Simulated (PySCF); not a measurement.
Species: C₂H₄BF₃.
SMILES: `C(C(F)(F)F)B`

The closed-shell SCF was solved with PySCF and density fitting under several settings on one GFN2-xTB geometry (grid level 2 and gas phase unless stated).

| settings | basis functions | SCF cycles | E (Eh) | HOMO (eV) | LUMO (eV) | dipole (D) |
| --- | --- | --- | --- | --- | --- | --- |
| PBE0/pcSseg-1 | 122 | 12 | -402.5437 | -9.96 | -1.92 | 2.39 |
| PBE0/def2-SVPD | 161 | 12 | -402.2964 | -9.98 | -1.96 | 2.43 |

Q: Estimate the row for these settings: BHandHLYP/def2-TZVPP, fitting basis def2-universal-jkfit.

A: 
| settings | basis functions | SCF cycles | E (Eh) | HOMO (eV) | LUMO (eV) | dipole (D) |
| --- | --- | --- | --- | --- | --- | --- |
| BHandHLYP/def2-TZVPP, fitting basis def2-universal-jkfit | 242 | 10 | -402.9977 | -11.45 | -0.89 | 2.52 |

Q: Over all rows, what range does the HOMO–LUMO gap span?

A: From 8.02 eV (PBE0/def2-SVPD) to 10.56 eV (BHandHLYP/def2-TZVPP, fitting basis def2-universal-jkfit). The functional of the narrowest has 25 % exact exchange, that of the widest 50 % exact exchange.

Q: Compare two rows with the functional PBE0: PBE0/pcSseg-1 and PBE0/def2-SVPD. Which energy is lower, and by how much?

A: PBE0/pcSseg-1 (122 functions) lies 0.2473 Eh or 155 kcal/mol below PBE0/def2-SVPD (161 functions). The smaller set gives the lower energy; the two sets aren't nested, so the variational bound doesn't order them by size.

Cycle counts include a coarse-grid stage where the run had one.

Conformer computed: `[BH2:1][CH2:2][C:3]([F:4])([F:5])[F:6]`: B1–C2–C3–F4 59°.

One conformer stands for the species.
